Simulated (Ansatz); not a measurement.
Ansatz (a quantum-chemistry and plane-wave program) input (SVWN5/def2-TZVPD):

Ansatz 0.2 input:
```yaml
crystal:
  periodic: [false, false, false]
  atoms:
    - {symbol: C, position_ang: [-1.04111583, 0.00436008, -0.00589786]}
    - {symbol: Cl, position_ang: [0.55265444, -0.00231446, 0.00313075]}
    - {symbol: H, position_ang: [-1.57008623, 0.95646317, -0.03558607]}
    - {symbol: H, position_ang: [-1.57834429, -0.94327789, 0.01775039]}
basis:
  gaussian:
    orbitals: def2-TZVPD
hamiltonian:
  xc: {name: SVWN5}
total_charge: 1
output: {forces: true}
```

Output:

```
Functional definition: SVWN5
integrals: 0.02 GiB planned
556 factors; their error is unknown
mean field: 0.21 GiB planned
mean field evaluation 1: about -13522.1825 eV, gradient 6.6e1 eV
mean field evaluation 2: about -13504.1754 eV, gradient 9.7e1 eV
mean field evaluation 4: about -13531.7919 eV, gradient 7.8e0 eV
mean field evaluation 8: about -13531.9075 eV, gradient 3.4e-1 eV
mean field evaluation 16: about -13531.9077 eV, gradient 2.8e-5 eV
mean field -13531.90769345 eV, -497.2884354777 hartree, gradient 2.8e-5 eV, S^2 0.000000; 0 other end points of the search recorded, 0 dependent functions left out
the calculation of the forces begins
reference -13531.90772297 eV, -497.2884365625 hartree; 12, 12 occupied and 89, 89 virtual orbitals, 556 factors
Total energy: -13531.90772297 eV, -497.2884365625 hartree
Atom 0 at    -1.041116     0.004360    -0.005898 Å, force     0.810248    -0.003393     0.004590 eV/Å
Atom 1 at     0.552654    -0.002314     0.003131 Å, force    -0.431960     0.001809    -0.002447 eV/Å
Atom 2 at    -1.570086     0.956463    -0.035586 Å, force    -0.187236     0.439718    -0.013395 eV/Å
Atom 3 at    -1.578344    -0.943278     0.017750 Å, force    -0.191052    -0.438133     0.011252 eV/Å
Dipole moment:    -0.532808     0.002231    -0.003018 e Å
```
